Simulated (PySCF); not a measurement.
# Bond lengths and vibrations by method: BF2H3N anion

Calculated results; nothing here was measured. They come from PySCF 2.14.0, an open-source quantum chemistry program, on an isolated molecule that a program drew, which may never have been made. The molecule is BF2H3N anion (charge -1, singlet), drawn as the SMILES string `N[BH-](F)F`.

The geometry was optimised and harmonic frequencies were computed with HF and MP2, all in the aug-cc-pVDZ basis, for the commonest isotopes, with a restricted reference for singlets and an unrestricted one otherwise, and a frozen core in MP2. Each result is a local minimum of its method.

Geometry at the HF minimum:
```xyz
7
BF2H3N anion, angstrom
N     0.7975    0.6178   -0.1902
B     0.6482    2.1325   -0.1785
F     1.4268    2.7600   -1.2422
F    -0.7215    2.4693   -0.4544
H     0.5506    0.2551   -1.0965
H     1.7562    0.3597   -0.0348
H     1.0141    2.6195    0.9037
```

Lengths of the bonds as drawn, in Å (atoms numbered as above):
| bond | HF | MP2 |
|---|---|---|
| N1-B2 | 1.522 | 1.535 |
| B2-F3 | 1.460 | 1.490 |
| B2-F4 | 1.437 | 1.465 |
| N1-H5 | 1.007 | 1.024 |
| N1-H6 | 1.005 | 1.022 |
| B2-H7 | 1.242 | 1.241 |

Rotational constants, in GHz:
```
constant,HF,MP2
A,8.788,8.443
B,8.387,8.219
C,4.812,4.665
```

Harmonic frequencies in cm^-1, each column in rising order, so a row needn't be the same motion in every method:
| rank | HF | MP2 |
|---|---|---|
| 1 | 208 | 193 |
| 2 | 373 | 344 |
| 3 | 429 | 396 |
| 4 | 528 | 486 |
| 5 | 777 | 716 |
| 6 | 841 | 788 |
| 7 | 915 | 852 |
| 8 | 971 | 920 |
| 9 | 1110 | 1040 |
| 10 | 1180 | 1103 |
| 11 | 1252 | 1171 |
| 12 | 1710 | 1572 |
| 13 | 2335 | 2359 |
| 14 | 3680 | ? |
| 15 | 3760 | 3581 |

**Estimate the missing MP2 frequency from the HF column.**

A single factor s that minimises the squared misfit of MP2 against s times HF over the other rows is sum(HF x MP2) / sum(HF^2) = 0.9549, with an rms misfit of 42 cm^-1. For rank 14 it gives 0.9549 x 3680 = 3514 cm^-1. The calculation gives 3475 cm^-1, 39 cm^-1 below the estimate. The drawn bonds are on average 1.4 % longer in MP2 than in HF.
